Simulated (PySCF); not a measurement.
**Rh³⁺ (rhodium, charge +3): PBE calculation**

Configuration: [Kr] 4d6, high-spin 5D determinant. Computed with PySCF 2.14 in ANO-RCC-VTZP, with scalar relativity by spin-free X2C-1e.

```
Total energy                                                  : -4780.97 hartree
One-electron energy                                           : -6535.00 hartree
Hartree (Coulomb) energy                                      : 1892.60 hartree
Exchange-correlation energy                                   : -138.56 hartree
⟨S²⟩                                                          : 6.0007
⟨L²⟩                                                          : 6.009
Sum of ⟨r⟩                                                    : 24.45 bohr
Sum of ⟨r²⟩                                                   : 26.35 bohr²
Traceless quadrupole moment −½Σ⟨3z² − r²⟩ along its main axis : 0.554 e·bohr²
Langevin diamagnetic susceptibility                           : -20.9 ×10⁻⁶ cm³/mol
```

```json
{"shell": "1s β", "electrons": "1", "mean orbital energy (hartree)": "-846.60023", "spread (hartree)": "0", "rms radius, mean of both spins (bohr)": "0.0374"}
{"shell": "1s α", "electrons": "1", "mean orbital energy (hartree)": "-846.59995", "spread (hartree)": "0", "rms radius, mean of both spins (bohr)": "0.0374"}
{"shell": "2s α", "electrons": "1", "mean orbital energy (hartree)": "-123.96818", "spread (hartree)": "0", "rms radius, mean of both spins (bohr)": "0.154"}
{"shell": "2s β", "electrons": "1", "mean orbital energy (hartree)": "-123.94373", "spread (hartree)": "0", "rms radius, mean of both spins (bohr)": "0.154"}
{"shell": "2p α", "electrons": "3", "mean orbital energy (hartree)": "-111.29852", "spread (hartree)": "0.01259", "rms radius, mean of both spins (bohr)": "0.136"}
{"shell": "2p β", "electrons": "3", "mean orbital energy (hartree)": "-111.28011", "spread (hartree)": "0.00770", "rms radius, mean of both spins (bohr)": "0.136"}
{"shell": "3s α", "electrons": "1", "mean orbital energy (hartree)": "-23.26991", "spread (hartree)": "0", "rms radius, mean of both spins (bohr)": "0.418"}
{"shell": "3s β", "electrons": "1", "mean orbital energy (hartree)": "-23.25687", "spread (hartree)": "0", "rms radius, mean of both spins (bohr)": "0.418"}
{"shell": "3p α", "electrons": "3", "mean orbital energy (hartree)": "-19.09819", "spread (hartree)": "0.02431", "rms radius, mean of both spins (bohr)": "0.421"}
{"shell": "3p β", "electrons": "3", "mean orbital energy (hartree)": "-19.08340", "spread (hartree)": "0.02059", "rms radius, mean of both spins (bohr)": "0.421"}
{"shell": "3d α", "electrons": "5", "mean orbital energy (hartree)": "-12.41196", "spread (hartree)": "0.02869", "rms radius, mean of both spins (bohr)": "0.405"}
{"shell": "3d β", "electrons": "5", "mean orbital energy (hartree)": "-12.38913", "spread (hartree)": "0.01895", "rms radius, mean of both spins (bohr)": "0.405"}
{"shell": "4s α", "electrons": "1", "mean orbital energy (hartree)": "-4.40005", "spread (hartree)": "0", "rms radius, mean of both spins (bohr)": "1.03"}
{"shell": "4s β", "electrons": "1", "mean orbital energy (hartree)": "-4.28121", "spread (hartree)": "0", "rms radius, mean of both spins (bohr)": "1.03"}
{"shell": "4p α", "electrons": "3", "mean orbital energy (hartree)": "-3.21241", "spread (hartree)": "0.05300", "rms radius, mean of both spins (bohr)": "1.14"}
{"shell": "4p β", "electrons": "3", "mean orbital energy (hartree)": "-3.08768", "spread (hartree)": "0.01741", "rms radius, mean of both spins (bohr)": "1.14"}
{"shell": "4d α", "electrons": "5", "mean orbital energy (hartree)": "-1.50100", "spread (hartree)": "0.06138", "rms radius, mean of both spins (bohr)": "1.49"}
{"shell": "4d β", "electrons": "1", "mean orbital energy (hartree)": "-1.39197", "spread (hartree)": "0", "rms radius, mean of both spins (bohr)": "1.49"}
```

Densities and radii are taken from the X2C orbitals without a picture-change correction, which distorts them close to the nucleus.
